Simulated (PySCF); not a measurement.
Be(NMe2)(SiH3) (C2H9BeNSi), SMILES [Be]([N](C)C)[SiH3].

Coordinates come from a B3LYP-D3(BJ)/def2-SVP optimisation. The values are those of a single conformer.

Method: PBE/def2-TZVP in PySCF.

Isolated molecule, no solvent.

Question: Estimate the frontier levels, gap, dipole moment and polarisability. (An estimate is asked for; the answer gives what the named calculation found.)

Answer: 
```json
{
 "highest_occupied_level": "-5.30 eV",
 "lowest_empty_level": "-1.57 eV",
 "orbital_gap": "3.74 eV",
 "dipole_moment": "2.23 D",
 "quadrupole, principal values (traceless, Buckingham form, about the centre of nuclear charge)": "-5.24, 0.37, 4.87 D·Å",
 "mean_static_polarisability": "87.5 bohr³ (12.96 Å³)",
 "polarisability_principal_values": "70.8, 78.8, 112.8 bohr³"
}
```
